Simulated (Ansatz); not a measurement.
`C#[C][GeH2][CH3]` + `C#CC(=O)[SiH3]` → `C#[C][GeH2][C]#C` + `CC(=O)[SiH3]`  (redistribution)

Gas-phase electronic energies from Ansatz, PBE0-D4/def2-TZVP geometries. CCSD(T)/CBS adds triple-zeta CCSD(T) − MP2 to the extrapolated MP2 energy (def2 sets, frozen cores). Functionals use def2-TZVPP. For Ge outer-core shells are correlated without core-valence functions, which leaves a few kJ/mol of doubt a bond. Scalar relativity is left out up to krypton.

`C#[C][GeH2][CH3]`:

Cartesian coordinates in Å:
```
C 0.582 -1.195 -2.307
C 0.280 -0.966 -1.163
Ge -0.195 -0.570 0.640
C -0.190 1.361 0.889
H 0.849 -1.402 -3.318
H -1.589 -1.165 0.898
H 0.832 -1.256 1.556
H -0.459 1.608 1.916
H -0.909 1.825 0.213
H 0.801 1.761 0.676
```

`C#CC(=O)[SiH3]`:

```xyz
9

C     0.436   -1.525   -1.792
C    -0.203   -1.009   -0.912
C    -0.847   -0.296    0.170
O    -1.973   -0.550    0.538
Si    0.205    1.096    0.999
H     0.977   -2.002   -2.577
H    -0.612    1.715    2.067
H     0.576    2.088   -0.043
H     1.441    0.483    1.550
```

`C#[C][GeH2][C]#C`:

```xyz
9

C    -2.213    1.018    1.055
C    -1.434    0.285    0.502
Ge   -0.225   -0.887   -0.372
C     1.488   -0.073   -0.412
C     2.581    0.432   -0.447
H    -2.901    1.669    1.544
H    -0.141   -2.200    0.412
H    -0.703   -1.125   -1.807
H     3.547    0.880   -0.475
```

`CC(=O)[SiH3]`:

Cartesian coordinates in Å:
```
C 1.220 0.867 0.091
C -0.145 0.438 0.543
O -0.717 0.971 1.465
Si -1.072 -1.016 -0.341
H 1.183 1.163 -0.963
H 1.587 1.693 0.701
H 1.911 0.019 0.148
H -1.329 -2.066 0.676
H -0.282 -1.589 -1.464
H -2.356 -0.479 -0.856
```

```
        level  ΔE (eV)
      PBE0-D4    -0.14
       r2SCAN    -0.12
        BHLYP    -0.20
MP2/CBS(def2)    -0.18
```

(1) What does CCSD(T)/CBS give? (Best estimate.)

(2) What do rigid-rotor, harmonic-oscillator terms from PBE0-D4/def2-TZVP frequencies (298.15 K, 1 bar) make of the CCSD(T)/CBS value? (Best estimate.)

Largest T1 diagnostic among the species: 0.016.

Results:

(1) Ansatz gave: -0.20 eV. The listed levels differ from it by 0.06, 0.08, 0.00, 0.02 eV.

(2) Ansatz gave: ΔZPE = +0.02 eV, ΔH = -0.19 eV, ΔS = 1 J/(mol·K), ΔG = -0.19 eV. Modes under 50 cm⁻¹ make the entropy rough.

In def2-TZVPP, CCSD(T) changes the Hartree–Fock value by +0.10 eV (the triples alone add +0.02 eV) and MP2 by +0.12 eV. Leaving LDA and LC-ωPBE aside and taking each functional with its dispersion term where it has one, the values, not all of them listed here, spread over 0.13 eV, from ωB97X-V to PBE-D4. From PBE to PBE0 (25 % exact exchange), in def2-TZVPP and without D4, ΔE moves by −0.06 eV.
